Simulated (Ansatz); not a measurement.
Cost and result for the atomization energy of `[SiH3][NH][AlH][Cl]` (9 atoms, 8 bonds).

```
atom   x (Å)   y (Å)   z (Å)
 Si1  -0.802  -0.870   0.795
  N2  -0.368   0.161  -0.527
 Al3   1.109   1.069  -0.886
 Cl4   2.710   0.964   0.457
  H5  -1.999  -0.356   1.516
  H6  -1.123  -2.247   0.329
  H7   0.348  -0.923   1.729
  H8  -1.097   0.262  -1.223
  H9   1.222   1.939  -2.189
```

Charge 0, multiplicity 1. Geometry: relaxed with PBE0-D4/def2-TZVP. It is one conformer, not always the lowest. Program: Ansatz. All runs use 2 threads of an Arm Neoverse V1 on a shared host. Times are those of one run each, without the atoms' runs, and a repeat can differ threefold. Electronic energies, without spin–orbit coupling; frozen cores. CCSD(T)/CBS adds CCSD(T) − MP2 in def2-TZVPP to the MP2 limit, and its time is that of the two runs behind it. T1 = 0.010. HSE06 is the plane-wave form, built on full-range PBE exchange.

CCSD(T)/CBS is a level of theory with its own doubt, some kJ/mol a heavy atom from the limit and from the frozen cores, so smaller differences don't rank the functionals.

```tsv
level	functions	wall time
LDA (SPW92)/def2-TZVPP	227	2.2 s
revPBE-D4/def2-TZVPP	227	3.5 s
CCSD(T)/def2-SVP	93	3.7 s
HSE06-D4/def2-TZVPP	227	6 s
BHLYP-D4/def2-TZVPP	227	6 s
CAM-B3LYP-D4/def2-TZVPP	227	6.5 s
PBE-QIDH/def2-TZVPP	227	9.5 s
r2SCANh-D4/def2-TZVPP	227	10 s
ωB97X-V/def2-TZVPP	227	15 s
B97M-V/def2-TZVPP	227	16 s
MP2/def2-QZVPP	417	30 s
CCSD(T)/def2-TZVPP	227	2.1 min
CCSD(T)/CBS(def2)	–	2.6 min
```

(1) What atomization energy does each give, and how far from CCSD(T)/CBS? (An estimate is asked.)

Answers

(1) Computed: 
```json
{"level": "LDA (SPW92)/def2-TZVPP", "atomization (kJ/mol)": "3137.4", "difference from CCSD(T)/CBS": "291.3", "per bond": "36.4"}
{"level": "revPBE-D4/def2-TZVPP", "atomization (kJ/mol)": "2763.3", "difference from CCSD(T)/CBS": "-82.8", "per bond": "-10.4"}
{"level": "CCSD(T)/def2-SVP", "atomization (kJ/mol)": "2628.5", "difference from CCSD(T)/CBS": "-217.6", "per bond": "-27.2"}
{"level": "HSE06-D4/def2-TZVPP", "atomization (kJ/mol)": "2796.3", "difference from CCSD(T)/CBS": "-49.8", "per bond": "-6.2"}
{"level": "BHLYP-D4/def2-TZVPP", "atomization (kJ/mol)": "2785.3", "difference from CCSD(T)/CBS": "-60.8", "per bond": "-7.6"}
{"level": "CAM-B3LYP-D4/def2-TZVPP", "atomization (kJ/mol)": "2844.9", "difference from CCSD(T)/CBS": "-1.2", "per bond": "-0.1"}
{"level": "PBE-QIDH/def2-TZVPP", "atomization (kJ/mol)": "2796.4", "difference from CCSD(T)/CBS": "-49.7", "per bond": "-6.2"}
{"level": "r2SCANh-D4/def2-TZVPP", "atomization (kJ/mol)": "2818.2", "difference from CCSD(T)/CBS": "-27.9", "per bond": "-3.5"}
{"level": "ωB97X-V/def2-TZVPP", "atomization (kJ/mol)": "2859.1", "difference from CCSD(T)/CBS": "13.0", "per bond": "1.6"}
{"level": "B97M-V/def2-TZVPP", "atomization (kJ/mol)": "2864.7", "difference from CCSD(T)/CBS": "18.6", "per bond": "2.3"}
{"level": "MP2/def2-QZVPP", "atomization (kJ/mol)": "2836.5", "difference from CCSD(T)/CBS": "-9.6", "per bond": "-1.2"}
{"level": "CCSD(T)/def2-TZVPP", "atomization (kJ/mol)": "2758.0", "difference from CCSD(T)/CBS": "-88.1", "per bond": "-11.0"}
{"level": "CCSD(T)/CBS(def2)", "atomization (kJ/mol)": "2846.1", "difference from CCSD(T)/CBS": "0.0", "per bond": "0.0"}
```

In def2-TZVPP, CCSD(T) changes the Hartree–Fock value by +652.0 kJ/mol (the triples alone add +33.8 kJ/mol) and MP2 by +677.4 kJ/mol; breaking electron pairs costs correlation energy, which Hartree–Fock lacks. At CCSD(T), def2-SVP lies −217.6 kJ/mol from the extrapolated value and def2-TZVPP −88.1 kJ/mol: correlation converges slowly with the basis, and small sets miss more of it in the bonded molecule than in its fragments. From r2SCAN to r2SCAN0 (25 % exact exchange), in def2-TZVPP and without D4, the atomization energy moves by −33.5 kJ/mol: exact exchange takes away binding that semilocal exchange gives to molecules.
